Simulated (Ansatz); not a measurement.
Reactions of CH9NOSi2, SMILES `C[SiH](N)[SiH2]O`.

Calculated with Ansatz (gas phase, PBE0-D4/def2-TZVP geometries, no zero-point term in ΔE). CBS: MP2 limit from def2 TZ/QZ plus the TZ coupled-cluster correction, frozen cores. This one scheme is used for every species. Functionals use def2-TZVPP. Each species was taken in one conformer, which may not be the lowest.

```tsv
reaction	CCSD(T)/CBS(def2) (eV)
`C[SiH](N)[SiH2]O` + `O[SiH2]S` → `O[SiH2]O[SiH2]S` + `C[SiH2]N`	-1.50
`C[SiH](N)[SiH2]O` + dichlorosilane → `O[SiH2][SiH](Cl)Cl` + `C[SiH2]N`	-0.07
`C[SiH](N)[SiH2]O` + `CO[SiH2]S` → `CO[SiH2]S[SiH2]O` + `C[SiH2]N`	-1.07
`C[SiH](N)[SiH2]O` + `O[Si](O)(F)F` → `O[SiH2][Si](O)(F)F` + `C[SiH](N)O`	?
```

(1) Fill in the missing values. (Best estimate.)

Largest T1 diagnostic: 0.012, for `O[SiH2][Si](O)(F)F`.

Answers

(1) The calculation gave: `C[SiH](N)[SiH2]O` + `O[Si](O)(F)F` → `O[SiH2][Si](O)(F)F` + `C[SiH](N)O`: +0.08 eV.
